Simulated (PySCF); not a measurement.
C5H10SSi2, SMILES c1ccsc1[SiH2]C[SiH3] (GFN2-xTB optimised geometry):

```
18

Si    -1.623    -1.341    -3.181
C     -2.402    -1.536    -1.457
Si    -1.177    -1.786    -0.028
C      0.007    -0.333     0.000
C      1.370    -0.333     0.000
C      1.944     0.956     0.000
C      1.006     1.937     0.000
S     -0.588     1.297     0.001
H     -0.755    -0.163    -3.211
H     -2.687    -1.176    -4.177
H     -0.841    -2.536    -3.507
H     -3.004    -0.651    -1.247
H     -3.096    -2.376    -1.473
H     -0.372    -2.999    -0.208
H     -1.894    -1.845     1.255
H      1.948    -1.241     0.000
H      3.004     1.143    -0.001
H      1.148     2.999     0.000
```

Calculation: B3LYP/def2-SVP in PySCF.

### Question
What are the frontier orbital energies and the dipole moment?

### Answer
HOMO-2 -8.44 eV, HOMO-1 -7.01 eV, HOMO -6.61 eV, LUMO -0.73 eV, LUMO+1 0.70 eV; dipole moment 0.31 D.

Meta-Löwdin charges at B3LYP/def2-SVP: Si1 0.52, C2 -0.64, Si3 0.65, C4 -0.35, C5 -0.12, C6 -0.13, C7 -0.23, S8 0.25, H9 -0.10, H10 -0.11, H11 -0.11, H12 0.12, H13 0.12, H14 -0.11, H15 -0.11, H16 0.11, H17 0.11, H18 0.12.
